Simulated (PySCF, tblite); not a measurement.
Isomers of C4H8F2OSi, one GFN2-xTB conformer each. Single-point energies are computed at PBE0/pcSseg-1 (PySCF, gas phase, no added dispersion term), electronic only.

```csv
SMILES,GFN2-xTB relative energy (kJ/mol)
C/C(=C/F)O[SiH2]CF,139.6
CO[SiH2]C(C)=C(F)F,133.6
CO[Si@@H](F)C/C=C/F,0.0
O[SiH2]/C(=C\F)CCF,137.0
```

Conformers: `[CH3:1]/[C:2](=[CH:3]/[F:4])[O:5][SiH2:6][CH2:7][F:8]` with C1–C2–O5–Si6 -179°, C2–O5–Si6–C7 -68°, O5–Si6–C7–F8 -158°; `[CH3:1][O:2][SiH2:3][C:4]([CH3:5])=[C:6]([F:7])[F:8]` with C1–O2–Si3–C4 180°, O2–Si3–C4–C5 0°; `[CH3:1][O:2][Si@@H:3]([F:4])[CH2:5]/[CH:6]=[CH:7]/[F:8]` with C1–O2–Si3–F4 57°, O2–Si3–C5–C6 -175°, Si3–C5–C6–C7 -111°; `[OH:1][SiH2:2]/[C:3](=[CH:4]\[F:5])[CH2:6][CH2:7][F:8]` with H–O1–Si2–C3 52°, O1–Si2–C3–C4 111°, Si2–C3–C6–C7 79°, C3–C6–C7–F8 -73°.

What does PBE0/pcSseg-1 give for the same structures?

```tsv
SMILES	PBE0/pcSseg-1 E (Eh)	PBE0/pcSseg-1 (kJ/mol)	GFN2-xTB (kJ/mol)	point group
CO[Si@@H](F)C/C=C/F	-721.07884	0.0	0.0	C1
O[SiH2]/C(=C\F)CCF	-721.02068	152.7	137.0	C1
CO[SiH2]C(C)=C(F)F	-721.01227	174.8	133.6	Cs
C/C(=C/F)O[SiH2]CF	-720.99693	215.0	139.6	C1
```

Both levels put the same isomer lowest; measured from each level's own lowest isomer, the values differ by up to 75.4 kJ/mol (C/C(=C/F)O[SiH2]CF: 139.6 against 215.0). As drawn, the lowest has an Si–F bond, which the highest lacks.

Which frontier levels, dipoles and rotational constants go with these structures?

```tsv
SMILES	HOMO (eV, PBE0/pcSseg-1)	LUMO (eV)	dipole (D)	A, B, C (MHz)
CO[Si@@H](F)C/C=C/F	-7.11	0.28	3.06	4798, 641.5, 598.2
O[SiH2]/C(=C\F)CCF	-7.60	-0.44	3.86	1974, 1283, 882.0
CO[SiH2]C(C)=C(F)F	-7.29	0.40	2.44	3707, 872.9, 718.6
C/C(=C/F)O[SiH2]CF	-6.86	0.28	3.19	2926, 936.7, 797.8
```

What happens when harmonic zero-point energies from GFN2-xTB frequencies are added?

```csv
SMILES,ZPE (kJ/mol),electronic (kJ/mol),with ZPE (kJ/mol)
CO[Si@@H](F)C/C=C/F,299.3,0.0,0.0
O[SiH2]/C(=C\F)CCF,293.9,152.7,147.3
CO[SiH2]C(C)=C(F)F,292.2,174.8,167.7
C/C(=C/F)O[SiH2]CF,291.5,215.0,207.3
```

The zero-point energies span 7.8 kJ/mol. The order is unchanged.
